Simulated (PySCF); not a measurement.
PySCF input file for TaSCl3, SMILES [Ta](=[S])([Cl])([Cl])[Cl], multiplicity 1, PBE-D3(BJ)/def2-SVP. Coordinates come from a PBE-D3(BJ)/def2-SVP optimisation. The spin state was assumed, not searched. The structure was generated by enumeration; whether it is a known compound was not checked. The def2 effective core potentials stand for the cores of Ta; spin–orbit coupling is left out.

```python
import numpy as np
from pyscf import gto, scf, dft, df
from pyscf.hessian import thermo

mol = gto.M(
    atom='''
    Ta    0.00000000    0.00000000   -0.00281338
    S     0.00000002    0.00000002   -2.16474687
    Cl    1.89716087    1.09532634    0.68316328
    Cl   -0.00000000   -2.19065270    0.68316325
    Cl   -1.89716089    1.09532633    0.68316326
    ''',
    basis='def2-SVP',
    ecp={'Ta': 'def2-svp'},
    charge=0,
    spin=0,
    max_memory=1600,
    verbose=3,
)
mf = dft.RKS(mol, xc='pbe').density_fit(auxbasis='def2-universal-jkfit')
mf.disp = 'd3bj'
mf.grids.level = 3
mf.conv_tol = 1e-11
mf.max_cycle = 100
mf.kernel()

# [left out here: the lines that compute and print the analytic Hessian (its translational invariance restored by hand, since the grid's response is missing), thermochemistry and intensities]
```

Program output:

```
converged SCF energy = -1834.83468317825

WARN: DFTD3 does not support analytical Hessian, using finite difference


WARN: Mole.unit (angstrom) is changed to Bohr

Mode                                 0                   1                   2
Irrep
Freq [cm^-1]                       98.0970             98.1017            116.5016
Reduced mass [au]                  38.9709             38.9712             43.1320
Force const [Dyne/A]                0.2210              0.2210              0.3449
Char temp [K]                     141.1398            141.1465            167.6199
Normal mode                   x     y     z       x     y     z       x     y     z
       0  Ta                 0.02  0.00  0.00    0.00 -0.02  0.00   -0.00  0.00 -0.04
       1   S                -0.00 -0.00  0.00   -0.00  0.00  0.00    0.00 -0.00 -0.04
       2  Cl                 0.01  0.06 -0.02   -0.07  0.09  0.01   -0.03 -0.02  0.07
       3  Cl                -0.12  0.01  0.00   -0.02 -0.04 -0.02   -0.00  0.04  0.07
       4  Cl                -0.01 -0.08  0.02    0.07  0.07  0.01    0.03 -0.02  0.07
Mode                                 3                   4                   5
Irrep
Freq [cm^-1]                      141.8333            141.8397            384.2186
Reduced mass [au]                  35.6517             35.6515             36.6369
Force const [Dyne/A]                0.4226              0.4226              3.1866
Char temp [K]                     204.0666            204.0758            552.8051
Normal mode                   x     y     z       x     y     z       x     y     z
       0  Ta                 0.02  0.00 -0.00    0.00 -0.02 -0.00   -0.00  0.00 -0.02
       1   S                -0.13 -0.00 -0.00   -0.00  0.13 -0.00    0.00  0.00 -0.02
       2  Cl                 0.00  0.00  0.07   -0.00 -0.00 -0.04    0.08  0.04  0.03
       3  Cl                 0.00  0.00 -0.00    0.00 -0.00  0.08    0.00 -0.09  0.03
       4  Cl                 0.00 -0.00 -0.07    0.00 -0.00 -0.04   -0.08  0.04  0.03
Mode                                 6                   7                   8
Irrep
Freq [cm^-1]                      402.4832            402.4871            532.5527
Reduced mass [au]                  43.9014             43.9015             37.0377
Force const [Dyne/A]                4.1901              4.1902              6.1890
Char temp [K]                     579.0837            579.0894            766.2248
Normal mode                   x     y     z       x     y     z       x     y     z
       0  Ta                 0.00  0.04 -0.00    0.04 -0.00 -0.00    0.00  0.00  0.03
       1   S                -0.00 -0.01  0.00   -0.01  0.00 -0.00    0.00  0.00 -0.16
       2  Cl                -0.05 -0.03 -0.02   -0.09 -0.05 -0.03    0.00  0.00 -0.00
       3  Cl                -0.00 -0.11  0.03   -0.00  0.00 -0.00    0.00 -0.00 -0.00
       4  Cl                 0.05 -0.03 -0.02   -0.09  0.05  0.03   -0.00  0.00 -0.00
temperature 298.1500 [K]
pressure 101325.00 [Pa]
Rotational constants [GHz] 1.11064 1.11064 0.99022
Symmetry number 3
Zero-point energy (ZPE) 0.00528 [Eh]   13865.407 [J/mol]
                           tot       elec      trans        rot        vib
Entropy [J/mol/K]       377.233      0.000    180.661    116.196     80.375
Cv [J/mol/K]             88.837      0.000     12.472     12.472     63.893
Cp [J/mol/K]             97.151      0.000     20.786     12.472     63.893
Internal energy [J/mol]                      3718.434   3718.434  26035.521
Internal energy [Eh]   -1834.82193  -1834.83468
Enthalpy [J/mol]                             6197.391   3718.434  26035.521
Enthalpy [Eh]          -1834.82099
Gibbs free energy [J/mol]                  -47666.830 -30925.457   2071.677
Gibbs free energy [Eh] -1834.86383
mode   freq/cm-1   IR/(km/mol)
   1       98.10         0.567
   2       98.10         0.567
   3      116.50         0.185
   4      141.83         0.214
   5      141.84         0.214
   6      384.22        16.031
   7      402.48        58.180
   8      402.49        58.176
   9      532.55        40.013
max |gradient| / (hartree/bohr): 6.027183598255974e-05
APT charges: [ 1.6956 -0.431  -0.4215 -0.4216 -0.4215]
```

Self-consistency was reached.
